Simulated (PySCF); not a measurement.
# What a mistake does to a calculation on CClH5Si2

These are calculations, not measurements. They come from PySCF 2.14.0, an open-source quantum chemistry program, on an isolated molecule that a program drew, which may never have been made. The molecule is CClH5Si2 (charge 0, singlet), drawn as the SMILES string `C=[SiH][SiH2]Cl`.

Each row is a Hartree-Fock (HF) and frozen-core CCSD(T) single point in the cc-pV(D+d)Z basis, meant for a local HF minimum. Run 1 is clean. Each other run has one planted mistake out of seven kinds, and not every kind appears here: one electron removed, one electron added, multiplicity raised by two, geometry at a saddle point, minimal basis STO-3G, one bond length entered in bohr, all coordinates scaled. The reference is restricted for singlets and unrestricted otherwise, and also for a bond in bohr. Adding or removing an electron swaps singlet and doublet. Electrons count all cores. HOMO and LUMO are orbital energies over both spins, the gradient is its largest component, and the lowest frequency (negative if imaginary) is given only where the gradient is small. Bond lengths are over the 8 bonds as drawn. T1 is the CCSD diagnostic: over 0.02 (restricted) or 0.045 (unrestricted) a single reference is doubtful.

Geometry of the clean run:
```xyz
9
CClH5Si2, angstrom
C    -0.1873    2.5397   -2.3897
Si   -0.8323    1.4067   -1.3032
Si    0.5237    0.1914    0.1779
Cl    2.4977    0.7668   -0.1108
H     0.8772    2.7400   -2.4353
H    -0.7996    3.1092   -3.0804
H    -2.2819    1.1346   -1.2416
H     0.1720    0.4627    1.5844
H     0.4328   -1.2602   -0.0678
```

| run | electrons | basis functions | <S^2> | HOMO (eV) | LUMO (eV) | gradient (hartree/bohr) | lowest frequency (cm^-1) | mean bond (Å) | longest bond (Å) | T1 | HF (hartree) | CCSD(T) (hartree) | mistake |
|---|---|---|---|---|---|---|---|---|---|---|---|---|---|
| 1 | 56 | 108 | 0.000 | -8.66 | 1.79 | 2.0e-05 | 59 | 1.5895 | 2.347 | 0.0128 | -1078.14938 | -1078.69587 | no fault |
| 2 | 55 | 108 | 0.756 | -16.23 | -6.47 | 4.6e-02 | - | 1.5895 | 2.347 | 0.0129 | -1077.88268 | -1078.37790 | one electron removed |
| 3 | 56 | 108 | 2.029 | -6.52 | 0.39 | 8.2e-02 | - | 1.5895 | 2.347 | 0.0112 | -1078.09207 | -1078.59758 | multiplicity raised by two |
| 4 | 56 | 37 | 0.000 | -6.04 | 6.99 | 4.2e-02 | - | 1.5895 | 2.347 | 0.0091 | -1066.07271 | -1066.28352 | minimal basis STO-3G |
| 5 | 57 | 108 | 0.780 | 0.22 | 7.58 | 4.4e-02 | - | 1.5895 | 2.347 | 0.0135 | -1078.11403 | -1078.66499 | ? |
| 6 | 56 | 108 | 0.000 | -8.38 | 1.45 | 4.2e-02 | - | 1.6896 | 2.495 | 0.0139 | -1078.11814 | -1078.67554 | ? |

**Which mistake was planted in run 5, and what did it cost?**

It counts 57 electrons, one more than the clean run, at the same geometry and basis. So the mistake is: one electron added. Subtracting run 1 and multiplying by 627.51 kcal/mol a hartree, the energy moved by 22.2 kcal/mol in HF and 19.4 kcal/mol in CCSD(T).

**Which mistake was planted in run 6, and what did it cost?**

The mean and the longest bond both change by the same factor, 1.063, and the gradient is no longer small. So the mistake is: all coordinates scaled. Subtracting run 1 and multiplying by 627.51 kcal/mol a hartree, the energy moved by 19.6 kcal/mol in HF and 12.8 kcal/mol in CCSD(T).

Cautions from the logs. Run 5: the HOMO is above zero, so the electron isn't bound and the energy depends on the basis.
